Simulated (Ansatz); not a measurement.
Cost and result for the atomization energy of C2H8BClSi, SMILES `CC([SiH3])BCl` (13 atoms, 12 bonds).

Cartesian coordinates in Å:
```
C 0.0066 -0.7610 1.3488
C 0.3657 -0.3582 -0.0862
Si -1.1991 0.2766 -0.9616
B 1.3909 0.7785 -0.2138
Cl 2.3776 0.9573 -1.6544
H -0.2981 0.1078 1.9377
H -0.8126 -1.4840 1.3772
H 0.8622 -1.2130 1.8561
H 0.6568 -1.2235 -0.6943
H -2.2601 -0.7524 -0.7944
H -1.6653 1.5416 -0.3333
H -0.9528 0.5111 -2.4064
H 1.5283 1.6191 0.6245
```

Charge 0, multiplicity 1. The geometry is a stationary point of PBE0-D4/def2-TZVP. It is one conformer, not always the lowest. Program: Ansatz. All runs use 4 threads of an Intel Xeon Platinum 8259CL on a shared host. Times are those of one run each, without the atoms' runs, and a repeat can differ threefold. Electronic energies, without spin–orbit coupling; frozen cores. CCSD(T)/CBS adds CCSD(T) − MP2 in def2-TZVPP to the MP2 limit, and its time is that of the two runs behind it. T1 = 0.011. B3LYP takes the VWN-RPA correlation (the form of Gaussian; ORCA's B3LYP/G).

CCSD(T)/CBS is a level of theory with its own doubt, some kJ/mol a heavy atom from the limit and from the frozen cores, so smaller differences don't rank the functionals.

```json
{"level": "PBE-D4/def2-TZVPP (with forces)", "functions": "289", "wall time": "4 s"}
{"level": "PBE0-D4/def2-TZVPP", "functions": "289", "wall time": "5.5 s"}
{"level": "r2SCAN-D4/def2-TZVPP (with forces)", "functions": "289", "wall time": "6.5 s"}
{"level": "B3LYP-D4/def2-TZVPP (with forces)", "functions": "289", "wall time": "8 s"}
{"level": "B2PLYP/def2-TZVPP", "functions": "289", "wall time": "9.5 s"}
{"level": "ωB97X-V/def2-TZVPP", "functions": "289", "wall time": "13 s"}
{"level": "ωB97M-V/def2-TZVPP (with forces)", "functions": "289", "wall time": "15 s"}
{"level": "MP2/def2-QZVPP", "functions": "551", "wall time": "35 s"}
{"level": "CCSD(T)/def2-TZVPP", "functions": "289", "wall time": "3.2 min"}
{"level": "CCSD(T)/CBS(def2)", "functions": "–", "wall time": "3.8 min"}
```

**Question.** What atomization energy does each give, and how far from CCSD(T)/CBS? (An estimate is asked.)

**Answer.** The calculation gave: 
```json
{"level": "PBE-D4/def2-TZVPP (with forces)", "atomization (kJ/mol)": "4699.0", "difference from CCSD(T)/CBS": "53.8", "per bond": "4.5"}
{"level": "PBE0-D4/def2-TZVPP", "atomization (kJ/mol)": "4668.2", "difference from CCSD(T)/CBS": "23.0", "per bond": "1.9"}
{"level": "r2SCAN-D4/def2-TZVPP (with forces)", "atomization (kJ/mol)": "4675.3", "difference from CCSD(T)/CBS": "30.1", "per bond": "2.5"}
{"level": "B3LYP-D4/def2-TZVPP (with forces)", "atomization (kJ/mol)": "4653.1", "difference from CCSD(T)/CBS": "7.9", "per bond": "0.7"}
{"level": "B2PLYP/def2-TZVPP", "atomization (kJ/mol)": "4602.0", "difference from CCSD(T)/CBS": "-43.2", "per bond": "-3.6"}
{"level": "ωB97X-V/def2-TZVPP", "atomization (kJ/mol)": "4670.3", "difference from CCSD(T)/CBS": "25.1", "per bond": "2.1"}
{"level": "ωB97M-V/def2-TZVPP (with forces)", "atomization (kJ/mol)": "4672.6", "difference from CCSD(T)/CBS": "27.4", "per bond": "2.3"}
{"level": "MP2/def2-QZVPP", "atomization (kJ/mol)": "4648.2", "difference from CCSD(T)/CBS": "3.0", "per bond": "0.2"}
{"level": "CCSD(T)/def2-TZVPP", "atomization (kJ/mol)": "4546.6", "difference from CCSD(T)/CBS": "-98.6", "per bond": "-8.2"}
{"level": "CCSD(T)/CBS(def2)", "atomization (kJ/mol)": "4645.2", "difference from CCSD(T)/CBS": "0.0", "per bond": "0.0"}
```

In def2-TZVPP, CCSD(T) changes the Hartree–Fock value by +956.4 kJ/mol (the triples alone add +53.1 kJ/mol) and MP2 by +1000.1 kJ/mol; breaking electron pairs costs correlation energy, which Hartree–Fock lacks. The D4 term adds +48.2 kJ/mol with B3LYP and +25.5 kJ/mol with PBE0; it sums over pairs of atoms, weighted by their polarisabilities, and B3LYP, whose exchange is more repulsive, gets the larger term. From PBE to PBE0 (25 % exact exchange), in def2-TZVPP and without D4, the atomization energy moves by −26.4 kJ/mol: exact exchange takes away binding that semilocal exchange gives to molecules.
